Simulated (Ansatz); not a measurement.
Computed with Ansatz on PBE0-D4/def2-TZVP structures; ΔE is electronic, products minus reactants. CCSD(T)/CBS adds triple-zeta CCSD(T) − MP2 to the extrapolated MP2 energy (def2 sets, frozen cores). This one scheme is used for every species. Functionals use def2-TZVPP. def2 core potentials past Kr. For Sn outer-core shells are correlated without core-valence functions, which leaves a few kJ/mol of doubt a bond. Each species was taken in one conformer, which may not be the lowest.

Reaction (ligand exchange at the Sn–C bond): `[SnH3][c]1ccccc1` + `OCO` → `OC[O][SnH3]` + `c1ccccc1`

| level | ΔE (eV) |
| --- | --- |
| PBE0-D4 | -0.24 |
| r2SCAN | -0.36 |
| HF/def2-QZVPP | -0.47 |
| MP2/def2-QZVPP | -0.21 |

What does CCSD(T)/CBS give? (An estimate is asked.)

Computed: -0.28 eV. The listed levels differ from it by 0.04, -0.08, -0.19, 0.07 eV.

Largest T1 diagnostic among the species: 0.013.

In def2-TZVPP, CCSD(T) changes the Hartree–Fock value by +0.23 eV (the triples alone add +0.03 eV) and MP2 by +0.28 eV. The D4 term adds +0.07 eV with B3LYP and +0.04 eV with PBE0; it sums over pairs of atoms, weighted by their polarisabilities, and B3LYP, whose exchange is more repulsive, gets the larger term.

B3LYP here is the variant with VWN-RPA as its local correlation; programs differ in this.
